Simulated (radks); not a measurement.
P2+, configuration [Ne] 3s2 3p1.

Calculated with a radial shooting solver on a logarithmic mesh with Libxc functionals: scalar-relativistic Kohn-Sham, BLYP, spin-polarised, spherical densities, finite nucleus; open shells are filled with parallel spins first; Fermi nuclear charge, rms radius 3.1889 fm.

Energy parts (eV):
part                      energy
total                  -9280.083
kinetic                 9310.778
electron-nucleus      -21837.883
Hartree                 3861.730
exchange-correlation    -614.707

Orbitals (lengths in bohr, moments of r in powers of bohr; r(max) is where P^2 peaks):
orbital,occ.,eigenvalue (eV),r(max)
1s up,1,-2109.756,0.06764
1s down,1,-2109.607,0.06763
2s up,1,-197.3551,0.4185
2s down,1,-197.2056,0.4186
2p up,3,-148.1573,0.3531
2p down,3,-147.9522,0.3532
3s up,1,-34.3889,1.507
3s down,1,-33.1147,1.500
3p up,1,-24.6844,1.667

The highest occupied level is 3p up at -24.684 eV. The spin density at the nucleus is -0.11857 e/bohr^3 (1s -0.09901, 2s 0.05021, 3s -0.06977). The electron density at the nucleus is 2399 e/bohr^3 (large components only).

Empty levels of this run are not shown, since the potential may be unsettled where no density lies.
